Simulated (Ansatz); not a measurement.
Ansatz results at the PBE0-D4/def2-TZVP geometry: LUMO energy (B3LYP/def2-TZVPP) -0.73 eV; zero-point energy (PBE0-D4/def2-TZVP) 68.3 kJ/mol; HOMO energy (ωB97M-V/def2-TZVPP) -8.92 eV.

Each molecule was computed in one conformer, which needn't be the lowest.

Task: Which molecule gave them?
A. `C#C[SeH]`
B. `C=C=[Se]`
C. `CC(N)O`
D. `O[SiH2]S`

Result: A. The others give `C=C=[Se]`: -2.55, 75.3, -8.46; `O[SiH2]S`: -0.02, 107.9, -9.91; `CC(N)O`: 0.42, 256.5, -9.66.

B3LYP here is the variant with VWN-RPA as its local correlation; programs differ in this.
